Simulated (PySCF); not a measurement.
**A small calculation by hand: chemical shift, span and skew from a shielding tensor**

H6OSi2Zn, SMILES [SiH3][Zn][O][SiH3]. Atoms are numbered in the order given.

```xyz
10

Zn    -0.1858     0.1340     0.3686
Si    -1.7197     1.3341     1.6650
H     -2.2709     0.4856     2.7675
H     -2.8689     1.8082     0.8318
H     -1.0765     2.5345     2.2853
O      1.0082    -0.8055    -0.5519
Si     1.5998    -1.2155    -2.0211
H      0.5634    -1.8841    -2.8782
H      2.7492    -2.1631    -1.8791
H      2.0896    -0.0184    -2.7846
```

Geometry optimised at PBE0-D3(BJ)/def2-SVP. The structure was generated by enumeration; whether it is a known compound was not checked. One conformer was computed; it need not be the lowest.

GIAO shieldings from PBE/pcSseg-1 run with PySCF, non-relativistic, no solvent. The symmetric part of the tensor of Si2 has the principal values 466.3, 473.6, 474.4 ppm. The same nucleus in TMS has σ = 335.4 ppm at this level (PySCF, at its B3LYP-D3(BJ)/def2-TZVP geometry).

Task: Work out the isotropic shielding, the ²⁹Si shift against TMS, the span and the skew.

Result: 
σ(iso) = (σ11 + σ22 + σ33)/3 = 471.4 ppm. δ = σ(ref) − σ(iso) = 335.4 − (471.4) = -136.0 ppm.
Span Ω = σ33 − σ11 = 8.1 ppm. Skew κ = 3(σ(iso) − σ22)/Ω = -0.80. Tumbling in solution averages the tensor to δ; in a static solid the shielding alone would spread this spin-1/2 line over Ω.
